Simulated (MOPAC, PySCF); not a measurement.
[Hf(Cl)3(F)], neutral singlet in the gas phase. 

Z-matrix (Å, degrees):
```
Hf
F 1 1.8928
Cl 1 2.3385 2 108.57
Cl 1 2.3385 2 108.57 3 -119.96
Cl 1 2.3387 2 108.58 3 120.02
```
Charge 0, spin multiplicity 1.

All levels are single points at this geometry (r2SCAN-D4/def2-SVP); Pople sets use spherical d functions. Orbital energies aren't observables, and empty levels follow the basis.

BP86/6-31G* (LANL2DZ on Hf) in PySCF gives dipole (D) = 0.33.

Q: Estimate the dipole (D) from each of these levels: PBE-D3(BJ)/def2-TZVP in PySCF; TPSSh-D3(BJ)/def2-TZVP in PySCF; SVWN5/6-31G* (LANL2DZ on Hf) in PySCF; PM6 in MOPAC; PM7 in MOPAC.

A: 
```csv
level,dipole (D)
PBE-D3(BJ)/def2-TZVP in PySCF,0.11
TPSSh-D3(BJ)/def2-TZVP in PySCF,0.08
SVWN5/6-31G* (LANL2DZ on Hf) in PySCF,0.25
PM6 in MOPAC,1.74
PM7 in MOPAC,0.64
```
